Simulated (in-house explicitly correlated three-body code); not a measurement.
Computed with an exponentially correlated three-body code. Model: two electrons around a point charge, non-relativistic, variational in 260 exponentially correlated functions (energies converged to about 1e-7 hartree, or 1e-8 relative for large Z).

Command:
```bash
python run_hyl.py task.json out
```
Settings (lengths in bohr, energies in hartree):
```
Z                      26
screening              0.26
interaction_strength   1
functions              260
states_tried           13
```

Time taken, with all properties: 2.6 min on 1 thread of AMD EPYC 7R43 64-Core Processor (Zen 3), with other jobs on the host.

**Those bound S and P states to n = 4 that converged, binding against the one-electron ion.**

Given: nuclear charge 26; Yukawa screening of all interactions 0.26 1/bohr.

Computed: one-electron threshold -331.290367 hartree.

```tsv
term	energy (hartree)	binding (eV)
1 1S	-646.746662	8584
2 3S	?	?
2 3P	-403.658921	1969.2
2 1S	-403.573805	1966.9
2 1P	-402.855775	1947.4
3 3S	?	?
3 1S	-360.090653	783.7
3 3P	-360.077479	783.34
3 1P	-359.863105	777.5
4 3S	-345.238466	379.55
4 1S	-345.127492	376.53
4 3P	-345.10399	375.89
4 1P	-345.01845	373.56
```

Q: What belongs in the row 2 3S?

A: energy (hartree): -404.64619; binding (eV): 1996.1.

Q: What belongs in the row 3 3S?

A: energy (hartree): -360.370716; binding (eV): 791.32.

**Converged states only, values per electron or pair (inverse distances are <exp(-kr)/r>).**

```
term  mean r (bohr)  mean r squared (bohr²)  mean inverse r (1/bohr)  mean r12 (bohr)  mean inverse r12 (1/bohr)  mean cosine  mean p1 dot p2 (bohr⁻²)  delta r1 (bohr⁻³)  delta r12 (bohr⁻³)
1 1S       0.058544               0.0045784                   25.428         0.085691                     15.677   -0.0051203                   3.3474             5451.6              648.51
2 3S              ?                       ?                        ?                ?                          ?            ?                        ?                  ?                   -
2 3P        0.12813                0.025889                   15.877          0.21283                     5.4629    -0.076042                  -48.952             2788.2                   -
2 1S        0.14827                0.035499                   15.874           0.2455                     5.5411   -0.0029784                  0.30074             3116.3              122.52
2 1P        0.12927                0.026426                    15.86           0.2053                     6.1854     0.067925                   48.407               2799               37.97
3 3S        0.29699                 0.16554                   14.138          0.54047                     2.1177    -0.000609                 0.078876             2891.8                   -
3 1S        0.29904                 0.16809                   14.132          0.54382                      2.381  -0.00094465                 0.097023             2890.3              35.035
3 3P        0.27894                 0.14635                   14.133           0.5053                     2.3703    -0.017435                  -11.059             2794.8                   -
3 1P        0.28056                 0.14823                   14.128          0.50651                      2.566     0.015543                   11.248             2797.1              11.881
4 3S              ?                       ?                        ?                ?                          ?            ?                        ?                  ?                   -
4 1S        0.51428                 0.53233                   13.524          0.97288                     1.2475  -0.00039856                 0.041235             2835.3              14.289
4 3P         0.4942                  0.4933                   13.524          0.93335                     1.2446   -0.0066416                  -4.1903             2796.1                   -
4 1P        0.49639                 0.49796                   13.522          0.93699                     1.3228    0.0059041                   4.2974             2796.9              4.9836
```

Q: What belongs in the row 2 3S?

A: mean r (bohr): 0.14687; mean r squared (bohr²): 0.034704; mean inverse r (1/bohr): 15.896; mean r12 (bohr): 0.24594; mean inverse r12 (1/bohr): 4.5347; mean cosine: -0.0017819; mean p1 dot p2 (bohr⁻²): 0.2667; delta r1 (bohr⁻³): 3123.3.

Q: What belongs in the row 4 3S?

A: mean r (bohr): 0.51149; mean r squared (bohr²): 0.52617; mean inverse r (1/bohr): 13.526; mean r12 (bohr): 0.96758; mean inverse r12 (1/bohr): 1.1434; mean cosine: -0.00026182; mean p1 dot p2 (bohr⁻²): 0.032543; delta r1 (bohr⁻³): 2835.8.

**Electric-dipole lines between converged S and P states, rate of the upper state's decay.**

```csv
s state,p state,p minus s (eV),oscillator strength from s,rate (1/s)
1 1S,2 1P,6636.6,0.78945,5.0293e+14
1 1S,3 1P,7806.5,0.15385,1.3561e+14
1 1S,4 1P,8210.4,0.055684,5.4294e+13
2 1S,2 1P,19.539,0.020762,1.1464e+08
2 1S,3 1P,1189.4,0.41308,8.4528e+12
2 1S,4 1P,1593.4,0.09785,3.5932e+12
3 1S,2 1P,-1163.7,-0.045231,2.6578e+12
3 1S,3 1P,6.1919,0.039809,2.2076e+07
3 1S,4 1P,410.14,0.44999,1.0948e+12
4 1S,2 1P,-1570.9,-0.0098959,1.0596e+12
4 1S,3 1P,-400.98,-0.10481,7.3125e+11
4 1S,4 1P,2.9672,0.064833,8.256e+06
2 3S,2 3P,26.865,0.027976,2.9204e+08
2 3S,3 3P,1212.8,0.40536,8.6237e+12
2 3S,4 3P,1620.2,0.096657,3.6701e+12
3 3S,2 3P,-1177.9,-0.045594,2.7451e+12
3 3S,3 3P,?,?,?
3 3S,4 3P,415.43,0.4418,1.1028e+12
4 3S,2 3P,?,?,?
4 3S,3 3P,-403.79,-0.10666,7.5463e+11
4 3S,4 3P,3.6593,0.079192,1.5338e+07
```

Q: What belongs in the row 3 3S 3 3P?

A: p minus s (eV): 7.9794; oscillator strength from s: 0.050653; rate (1/s): 4.6648e+07.

Q: What belongs in the row 4 3S 2 3P?

A: p minus s (eV): -1589.7; oscillator strength from s: -0.0098906; rate (1/s): 1.0846e+12.

**Static dipole response.**

```csv
state,polarisability (bohr³)
1 1S,2.0841e-05
2 1S,0.040571
2 3S,0.028989
```
